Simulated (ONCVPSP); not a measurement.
**Which change was made? (F, ONCV)**

fluorine (F), optimised norm-conserving Vanderbilt (ONCV), made with ONCVPSP 4.0.1 (PBE, scalar-relativistic). Core [He], reference 2s2 2p5. Waves: 2s: rc 0.75 bohr, ncon 4, nbas 7, qcut 10.5 1/bohr, 2 projectors, debl 3.3 Ha; 2p: rc 1.15 bohr, ncon 4, nbas 7, qcut 12.9 1/bohr, 2 projectors, debl 0.7 Ha. Local part: polynomial inside 0.55 bohr (lpopt 5, dvloc0 1 Ha). Core correction: Teter function, fcfact 4.5, rcfact 1.65.

Cutoffs, loose and tight: the cutoffs (Ha) at which the residual kinetic energy of the hardest occupied pseudo-wave falls to 1 and 0.1 mHa per electron. They do not see the model core or the augmentation charge, which bear on the density cutoff. Test errors are all-electron minus pseudo excitation energies from the reference, over the configurations 2s2 2p4; 2s2 2p3; 2s2 2p2; 2s2 2p4.5; variants that change the core or the reference have their own tests.

The base gives: outcome: generated; cutoff, loose: 53 Ha; cutoff, tight: 166 Ha; bound ghosts: none; GHOST(+) flags above zero: none; largest test error (meV): +271.

(1) After one change the result is: outcome: generated; cutoff, loose: 53 Ha; cutoff, tight: 166 Ha; bound ghosts: none; GHOST(+) flags above zero: none; largest test error (meV): +718. Which change was it?
A. s: qcut 15.4; p: qcut 18.9
B. p: rc 1.5
C. p: qcut 17.5

## Answers

(1) B. The others give: p: qcut 17.5 → outcome: generated; cutoff, loose: 63 Ha; cutoff, tight: 166 Ha; bound ghosts: none; GHOST(+) flags above zero: none; largest test error (meV): +166 | s: qcut 15.4; p: qcut 18.9 → outcome: generated; cutoff, loose: 70 Ha; cutoff, tight: 86 Ha; bound ghosts: none; GHOST(+) flags above zero: none; largest test error (meV): +102.
